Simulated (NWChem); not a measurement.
System: C$_{2}$H$_{4}$BNO; SMILES O=C=NBC

Input file for NWChem:

```
start job
memory heap 200 mb stack 900 mb global 1100 mb
geometry units angstroms noautosym nocenter noautoz
  B     -0.895523     0.448298    -0.721299
  H     -1.738307    -0.236999    -1.229547
  C     -0.872505     1.998090    -0.944976
  H     -0.820515     2.217594    -2.021482
  H     -0.054244     2.519949    -0.439916
  H     -1.826382     2.433468    -0.612121
  N      0.072249    -0.206467     0.087736
  C      0.668950    -1.080472     0.660553
  O      1.301899    -1.880624     1.248242
end
basis spherical
  * library 6-31g*
end
dft
  xc hfexch
  iterations 150
end
property
  shielding
  efieldgrad
end
task dft property
```

Coordinates come from a B3LYP/6-31G* (spherical d) optimisation.

GIAO values for the isolated, static molecule; σ is the absolute isotropic shielding, δ = σ(reference) − σ with the isolated reference molecule computed at the same levels (11B: boron trifluoride, 13C: tetramethylsilane, 1H: tetramethylsilane, 15N: ammonia, 17O: water).

Atoms are numbered as in the input.

Q: Predict the main results of this run. (Hartree-Fock/6-31G* (spherical d), GIAO.) Quantities: δ B1 (ppm); δ H2 (ppm); δ C3 (ppm); δ H4 (rotor mean) (ppm); δ N7 (ppm); δ C8 (ppm); δ O9 (ppm).

A: The δ B1 (ppm) comes out as 42.5, the δ H2 (ppm) is 6.05 and the δ C3 (ppm) comes out as 9.5. The δ H4 (rotor mean) (ppm) is 0.72 and the δ N7 (ppm) comes out as 53.3. The δ C8 (ppm) is 130.6 and the δ O9 (ppm) is 131.6.
